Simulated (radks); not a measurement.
Question: All-electron atom: I+ in [Kr] 4d10 5s2 5p3.75 6s0.25 (fractional occupations, a model configuration). All-electron calculation, Dirac Kohn-Sham, PBE, spin-unpolarised, spherical densities, point nucleus; open shells fill j = l - 1/2 first. Program: a radial shooting solver on a logarithmic mesh with Libxc functionals. Some entries of the table are withheld. Estimate them.

orbital,occ.,eigenvalue (hartree),<r^2> (bohr^2),r(max) (bohr)
1s1/2,2,-1211.679,(1),0.01753
2s1/2,2,-187.4721,0.01613,0.09925
2p1/2,2,(2),(3),0.07613
2p3/2,4,(4),(5),0.08093
3s1/2,2,-38.14902,0.1127,0.2858
3p1/2,2,-33.37110,0.1074,(6)
3p3/2,4,-31.30508,0.1155,(7)
3d3/2,4,-22.89071,0.09722,0.2300
3d5/2,6,-22.45630,0.09957,0.2330
4s1/2,2,-7.01684,0.6187,0.6809
4p1/2,2,-5.34978,0.6805,0.6988
4p3/2,4,-4.94748,0.7309,0.7231
4d3/2,4,-2.26877,0.9772,0.7734
4d5/2,6,-2.20570,1.002,0.7820
5s1/2,2,(8),4.135,1.689
5p1/2,2,-0.62073,5.729,1.920
5p3/2,1.75,-0.57794,6.218,1.998
6s1/2,0.25,-0.20966,29.42,4.562
5d3/2,0,-0.16755,20.38,3.207
5d5/2,0,-0.16527,20.91,3.256
6p1/2,0,-0.14233,45.40,5.683
6p3/2,0,-0.13720,48.15,5.880

Answer: 
(1) 1s1/2 <r^2> (bohr^2): 0.001005
(2) 2p1/2 eigenvalue (hartree): -175.9119
(3) 2p1/2 <r^2> (bohr^2): 0.01193
(4) 2p3/2 eigenvalue (hartree): -164.9335
(5) 2p3/2 <r^2> (bohr^2): 0.01322
(6) 3p1/2 r(max) (bohr): 0.2723
(7) 3p3/2 r(max) (bohr): 0.2829
(8) 5s1/2 eigenvalue (hartree): -0.99465
